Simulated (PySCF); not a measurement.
## `C#C/C([O-])=C/C=O`, [C$_{5}$H$_{3}$O$_{2}$]-, charge -1

Molfile (atoms numbered from 1):
```
C5H3O2
     RDKit          3D

 10  9  0  0  0  0  0  0  0  0999 V2000
    2.7489    0.4182   -0.1441 C   0  0  0  0  0  0  0  0  0  0  0  0
    1.6295   -0.0136   -0.2085 C   0  0  0  0  0  0  0  0  0  0  0  0
    0.3018   -0.6183   -0.2942 C   0  0  0  0  0  0  0  0  0  0  0  0
    0.2198   -1.8447   -0.4944 O   0  0  0  0  0  0  0  0  0  0  0  0
   -0.7327    0.3157   -0.1292 C   0  0  0  0  0  0  0  0  0  0  0  0
   -2.0854   -0.0330   -0.1726 C   0  0  0  0  0  0  0  0  0  0  0  0
   -3.0629    0.7172   -0.0386 O   0  0  0  0  0  0  0  0  0  0  0  0
    3.7165    0.8283   -0.0822 H   0  0  0  0  0  0  0  0  0  0  0  0
   -0.4646    1.3522    0.0390 H   0  0  0  0  0  0  0  0  0  0  0  0
   -2.2621   -1.1173   -0.3506 H   0  0  0  0  0  0  0  0  0  0  0  0
  1  2  3  0
  2  3  1  0
  3  4  1  0
  3  5  2  0
  5  6  1  0
  6  7  2  0
  1  8  1  0
  5  9  1  0
  6 10  1  0
M  CHG  1   4  -1
M  END
```

Computed, not measured: quadratic response wB97X-D/def2-SVPD first hyperpolarisability, Taylor convention, gas phase in PySCF. Geometry: GFN2-xTB.

For a gas-phase anion, states above the detachment energy (about 3.3 eV, taken as minus the energy of the highest occupied orbital) lie in the continuum and depend on the basis.

Problem. Give the tensor of the static β(0;0,0) in the axes of these coordinates.

Solution. In au, Taylor convention; rows are the first index (the induced dipole):
```
       xx     yy     zz      xy     xz     yz
x  -271.5  -93.7  -38.3  +166.2  +29.7  -11.2
y  +166.2  -40.3  -21.2   -93.7  -11.2   +1.7
z   +29.7   +1.7   -9.5   -11.2  -38.3  -21.2
```
Norm of βᵢ = ⅓ Σⱼ (βᵢⱼⱼ + βⱼᵢⱼ + βⱼⱼᵢ): 417.4 au, hyper-Rayleigh value 178.1 au.
